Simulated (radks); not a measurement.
Task: The mean radii <r> (bohr) of the occupied orbitals of an atom or ion are listed with their occupations. Method: non-relativistic Kohn-Sham, PBEsol, spin-unpolarised, spherical densities, point nucleus; computed with a radial shooting solver on a logarithmic mesh with Libxc functionals.

orbital  occ.     <r>
1s          2  0.5812

Name the element and its charge.

Result: Z = 3, lithium, charge +1: Li+ in [He]. The 1s radius gives Z: for a bare nucleus <r> = 1.5/Z, 0.5 bohr for Z = 3, and screening makes it slightly larger (0.5812 here). The occupations add up to 2, and the charge is Z minus that.
